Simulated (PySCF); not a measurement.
## YCl2: fields on a plane

Computed with PySCF, UPBE, basis Y def2-SVP with ECP28, Cl def2-SVP (scalar-relativistic core potentials, no spin–orbit coupling, density fitting).

The doublet minimum has Y–Cl 2.425 Å (×2); Cl–Y–Cl 124.0°.

The plane holds Y1 at (0.00, 0.00), Cl2 at (2.42, 0.00), Cl3 at (-1.36, 2.01) Å. Columns run from x = -3.45 to 4.65 Å, rows from y = 4.35 (top) to -1.95 Å, in steps of 0.3 Å. Other isomers or separated fragments may lie lower. Core electrons replaced by a potential are absent, the electrostatic potential uses the reduced nuclear charge, and values within about 0.7 Å of such atoms have no physical meaning.

Give the electron localisation function (set to 0 where the density is under 0.005 e/Å³). Every second row and column.


```
0.00 0.00 0.00 0.00 0.00 0.00 0.00 0.00 0.00 0.00 0.00 0.00 0.00 0.00
0.00 0.00 0.19 0.37 0.40 0.24 0.00 0.00 0.00 0.00 0.00 0.00 0.00 0.00
0.00 0.26 0.58 0.79 0.80 0.63 0.30 0.00 0.00 0.00 0.00 0.00 0.00 0.00
0.00 0.51 0.85 0.66 0.67 0.83 0.51 0.05 0.00 0.00 0.00 0.00 0.00 0.00
0.13 0.60 0.88 0.63 0.54 0.86 0.56 0.05 0.03 0.14 0.24 0.14 0.00 0.00
0.00 0.53 0.82 0.83 0.82 0.60 0.11 0.03 0.31 0.62 0.68 0.59 0.29 0.00
0.00 0.26 0.59 0.68 0.24 0.58 0.85 0.31 0.51 0.86 0.87 0.86 0.56 0.11
0.00 0.00 0.12 0.06 0.46 0.84 0.00 0.78 0.56 0.16 0.86 0.88 0.67 0.21
0.00 0.00 0.05 0.02 0.43 0.88 0.84 0.73 0.51 0.73 0.11 0.89 0.62 0.17
0.00 0.00 0.22 0.20 0.11 0.33 0.59 0.11 0.41 0.79 0.84 0.73 0.44 0.00
0.00 0.00 0.00 0.67 0.59 0.22 0.06 0.02 0.16 0.48 0.52 0.40 0.10 0.00
```

Give the electrostatic potential (V) (cut at 20 V). Every second row and column.


```
-0.3 -0.4 -0.5 -0.5 -0.5 -0.5 -0.4 -0.3 -0.3 -0.2 -0.2 -0.2 -0.2 -0.2
-0.4 -0.5 -0.6 -0.5 -0.6 -0.7 -0.5 -0.4 -0.3 -0.2 -0.3 -0.3 -0.2 -0.2
-0.4 -0.5  0.2  2.5  2.3 -0.1 -0.5 -0.3 -0.2 -0.2 -0.3 -0.3 -0.3 -0.3
-0.5 -0.3  5.5 20.0 20.0  4.9  0.0  0.0  0.0 -0.2 -0.4 -0.4 -0.4 -0.3
-0.5 -0.1 11.4 20.0 20.0 11.4  1.8  1.4  0.6 -0.2 -0.5 -0.6 -0.5 -0.4
-0.3 -0.3  3.7 20.0 20.0  9.0  8.1  5.5  2.0  0.7  0.5 -0.3 -0.7 -0.5
 0.0  0.0  0.7  3.6  9.6 20.0 20.0 17.3  5.6 12.3 20.0  5.2 -0.2 -0.6
 0.3  0.6  1.6  4.7 16.9 20.0 20.0 20.0 10.7 20.0 20.0 20.0  0.8 -0.5
 0.5  1.0  2.2  5.3 15.0 20.0 20.0 20.0  8.3 20.0 20.0 14.2  0.4 -0.5
 0.6  1.1  2.0  4.0  8.2 15.6 18.2 10.2  3.7  3.5  4.9  1.3 -0.4 -0.5
 0.6  1.0  1.5  2.5  4.1  5.8  6.1  4.3  1.9  0.3 -0.2 -0.5 -0.5 -0.4
```

With open d or f shells other occupations or spin states may lie lower.
